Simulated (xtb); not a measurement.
SeBrI, SMILES Br[Se]I. All values are semi-empirical tight-binding results from xtb (GFN2-xTB unless named), good for trends rather than for accurate numbers. Geometry optimised at GFN2-xTB.

Optimised geometry:

Bond lengths (Å): Se1–Br2 2.300, Se1–I3 2.482. Angles (°): Br2–Se1–I3 102.5.
Charge 0, spin multiplicity 1.

```yaml
point_group_as_xtb_finds_it: Cs
orbital_gap: 2.56 eV
zero_point_energy: 0.9 kcal/mol
G − E(el) at 298.15 K (modified RRHO): -19.3 kcal/mol
static polarisability (D4 model): 81.9 bohr³
solvation energy, GFN2-xTB/ALPB(water): -0.8 kcal/mol
solvation energy, GFN2-xTB/ALPB(toluene): -5.1 kcal/mol
```

### Question
Give the atomic charges and the Wiberg bond orders between heavy atoms. (The exact figures need the calculation; the answer reports its results.)

### Answer
charges (e) Se1 0.03, Br2 -0.05, I3 0.02. Bond orders Se1–Br2 1.31, Se1–I3 1.30.
